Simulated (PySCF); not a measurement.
Species: InH2(NH2).
Structure used (PBE0-D3(BJ)/def2-SVP), in Å, numbered top down from 1:
```
atom  x, y, z in Å
In1    0.5031    0.8026    0.0024
H2     2.1714    0.6511    0.3961
H3    -0.4116    2.2122   -0.3695
N4    -0.5384   -0.9250   -0.0209
H5    -1.5238   -1.0002   -0.2436
H6    -0.1376   -1.8367    0.1664
```

Computed with PBE0-D3(BJ)/def2-SVP geometry optimisation, gas phase, def2 core potentials past Kr in PySCF.

Take the most abundant isotopes and a rigid rotor. 

Q: Give the principal moments of inertia and the rotational constants in MHz.

A: Ia = 6.29, Ib = 63.91, Ic = 70.20 u·Å²; 505379 MHz·u·Å²/I gives A = 80331, B = 7908, C = 7199 MHz.

Q: Classify the top.

A: A near-prolate asymmetric top: κ = (2 × 7908 − 80331 − 7199)/(80331 − 7199) = -0.98.

Q: Is it planar, by Δ = Ic − Ia − Ib?

A: Planar: Δ = Ic − Ia − Ib = 0.00 u·Å². For a rigid frame Δ = −2 Σ m c², so it vanishes when all atoms lie in the ab plane; here none is more than 0.01 Å from it.

Q: List the rotational levels J(Ka,Kc) to J = 5 (K).

A: Above 0(0,0), as E/k:
J = 1: 1(0,1) 0.725, 1(1,1) 4.201, 1(1,0) 4.235
J = 2: 2(0,2) 2.175, 2(1,2) 5.617, 2(1,1) 5.719, 2(2,1) 16.146, 2(2,0) 16.146
J = 3: 3(0,3) 4.349, 3(1,3) 7.741, 3(1,2) 7.945, 3(2,2) 18.321, 3(2,1) 18.322, 3(3,1) 35.785, 3(3,0) 35.785
J = 4: 4(0,4) 7.246, 4(1,4) 10.572, 4(1,3) 10.912, 4(2,3) 21.221, 4(2,2) 21.225, 4(3,2) 38.686, 4(3,1) 38.686, 4(4,1) 63.135, 4(4,0) 63.135
J = 5: 5(0,5) 10.866, 5(1,5) 14.111, 5(1,4) 14.621, 5(2,4) 24.846, 5(2,3) 24.854, 5(3,3) 42.312, 5(3,2) 42.312, 5(4,2) 66.760, 5(4,1) 66.760, 5(5,1) 98.195, 5(5,0) 98.195
The levels of one J sum to (2J + 1)J(J + 1)(A + B + C)/3.

Q: Which types of transition are allowed, and where do some lines up to J = 3 fall?

A: The dipole components are |μa| = 0.73 D, |μb| = 0.01 D, |μc| = 0.04 D. The squared components, which scale the intensities, stand as 1.00 : 0.00 : 0.00 (a : b : c). Some lines, for components of 0.1 D or more:

| type | branch | J(Ka,Kc) | MHz | lower level (cm⁻¹) |
| --- | --- | --- | --- | --- |
| a | Q | 1(1,0) ← 1(1,1) | 709 | 2.920 |
| a | Q | 2(1,1) ← 2(1,2) | 2126 | 3.904 |
| a | Q | 3(1,2) ← 3(1,3) | 4252 | 5.380 |
| a | R | 1(0,1) ← 0(0,0) | 15107 | 0.000 |
| a | R | 2(1,2) ← 1(1,1) | 29505 | 2.920 |
| a | R | 2(0,2) ← 1(0,1) | 30208 | 0.504 |
| a | R | 2(1,1) ← 1(1,0) | 30922 | 2.943 |
| a | R | 3(1,3) ← 2(1,2) | 44254 | 3.904 |
| a | R | 3(0,3) ← 2(0,2) | 45300 | 1.512 |
| a | R | 3(2,2) ← 2(2,1) | 45320 | 11.222 |
| a | R | 3(2,1) ← 2(2,0) | 45341 | 11.222 |
| a | R | 3(1,2) ← 2(1,1) | 46380 | 3.975 |

Not checked by PBE0-D3(BJ)/def2-SVP frequencies. Zero-point vibration and centrifugal distortion are left out. Quadrupole hyperfine structure (14N) is left out.
